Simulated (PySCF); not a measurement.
## Dipole response of Sc(2+) (scandium, charge +2)

[Ar] 3d1, 2D determinant. Calculation: PySCF 2.14, in def2-QZVPPD; no relativity, point nucleus. Coupled (time-dependent) response in atomic units; α is the mean over directions.

```tsv
method	mean α (bohr³)	α xx, yy, zz	C₆ (like pair)	S(−4)
MN15	4.862	5.729, 5.729, 3.129	13.81	27.27
revPBE	5.117	6.049, 6.049, 3.253	14.87	32.14
```

S(−4) is the Cauchy moment in α(ω) = α(0) + S(−4) ω² + …

α(iu) at MN15:

```
u (hartree)  α(iu) (bohr³)
          0          4.862
     0.0500          4.796
      0.100          4.622
      0.200          4.150
      0.300          3.711
      0.500          3.061
      0.750          2.487
       1.00          2.048
       1.50          1.418
       2.00          1.014
       3.00         0.5757
       5.00         0.2538
```

For an ion, C₆ is the dispersion term alone; charge-induced terms of lower order in 1/R come first.

The components differ because the open shell of this determinant is not spherical; for a pure term their mean is the scalar polarisability.
